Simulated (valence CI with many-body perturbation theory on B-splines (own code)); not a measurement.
## Ag XXXIII: fill in the table

Calculated by valence CI with perturbative core correlation (CI+MBPT): five valence electrons over a frozen Dirac-Fock core [Ne], radial functions for each j: 11 s, 11 p, 10 d, 8 f, 5 g, 2 h, with the one-electron correlation potential Σ1, the two-electron term Σ2, the three-electron term Σ3, Breit, model QED; selected CI, second order for the rest, scaled by the run's own slope (own B-spline code, finite nucleus).

No measured spectrum was set against this ion. As an estimate, large intervals hold to a few tenths of a per cent, small ones and those within an open d or f shell to about a per cent. Among the levels kept, up to 4200 cm⁻¹ of a level comes from second order outside the variational space, and about a tenth of that is noise between levels of different J, which matters for small intervals.

| Level | E (eV) |
| --- | --- |
| (3s^2 3p1/2^2 3p3/2) J=3/2 | 0.00 |
| (3s^2 3p1/2 3p3/2^2) J=3/2 | 34.78 |
| (3s^2 3p1/2 3p3/2^2) J=5/2 | 41.46 |
| (3s^2 3p1/2 3p3/2^2) J=1/2 | 49.78 |
| (3s^2 3p3/2^3) J=3/2 | ? |
| (3s 3p1/2^2 3p3/2^2) J=5/2 | ? |
| (3s^2 3p1/2^2 3d3/2) J=3/2 | 123.71 |
| (3s 3p1/2^2 3p3/2^2) J=1/2 | 136.32 |
| (3s 3p1/2^2 3p3/2^2) J=3/2 | 139.32 |
| (3s^2 3p1/2^2 3d5/2) J=5/2 | 142.95 |
| (3s 3p1/2 3p3/2^3) J=3/2 | ? |
| (3s^2 3p1/2 3p3/2 3d3/2) J=3/2 [a] | ? |
| (3s^2 3p1/2 3p3/2 3d3/2) J=5/2 [a] | 159.97 |
| (3s^2 3p1/2 3p3/2 3d3/2) J=1/2 [a] | 160.85 |
| (3s 3p1/2 3p3/2^3) J=5/2 | 165.03 |
| (3s^2 3p1/2 3p3/2 3d3/2) J=7/2 | 166.31 |
| (3s^2 3p1/2 3p3/2 3d5/2) J=7/2 [a] | 170.03 |
| (3s^2 3p1/2 3p3/2 3d5/2) J=9/2 | ? |
| (3s 3p1/2 3p3/2^3) J=1/2 | 177.70 |
| (3s^2 3p1/2 3p3/2 3d5/2) J=3/2 [a] | ? |

Levels are named by their leading jj configuration (3d3/2^4 stands for four electrons in 3d with j = 3/2), which in mixed levels can hold well under half, so a name can repeat and another be missing. Letters in brackets count levels of one name in rising energy.

**Question.** The levels stand in rising order. What does the calculation give for the missing energies?

**Answer.** (3s^2 3p3/2^3) J=3/2 85.11; (3s 3p1/2^2 3p3/2^2) J=5/2 117.93; (3s 3p1/2 3p3/2^3) J=3/2 157.10; (3s^2 3p1/2 3p3/2 3d3/2) J=3/2 [a] 159.96; (3s^2 3p1/2 3p3/2 3d5/2) J=9/2 176.56; (3s^2 3p1/2 3p3/2 3d5/2) J=3/2 [a] 179.15.
